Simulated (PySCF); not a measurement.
**As: excitation energy**

As [Ar] 3d10 4s2 4p3 (4S) → As [Ar] 3d10 4s1 4p3 5s1 (6S), as a difference of total energies. Calculation: PySCF 2.14, in aug-cc-pVDZ-PP with ECP10MDF; a scalar-relativistic core potential. Correlated levels: valence: 3s2 3p6 3d10 frozen. The calculations carry no spin-orbit coupling.

```csv
method,excitation energy (eV)
UHF,11.162
LDA,13.788
PBE,13.522
PBE0,13.240
r2SCAN,13.155
LC-wPBE,13.400
wB97X,14.087
MN15,13.369
SCS-MP2 (valence),12.442
```

Q: Estimate what MP2 (valence) gives.

A: 12.107 eV, closest to SCS-MP2 (valence) among the rows shown.

Q: Estimate what wB97M-V gives.

A: 13.276 eV, closest to PBE0 among the rows shown.

The upper state lies above the first ionisation limit, but in LS coupling its spin forbids autoionisation to the ground ion. A Rydberg-like electron needs more diffuse functions than a valence basis has.

The promoted electron is Rydberg-like, and one or two diffuse shells describe it only roughly, which tends to raise the upper state.
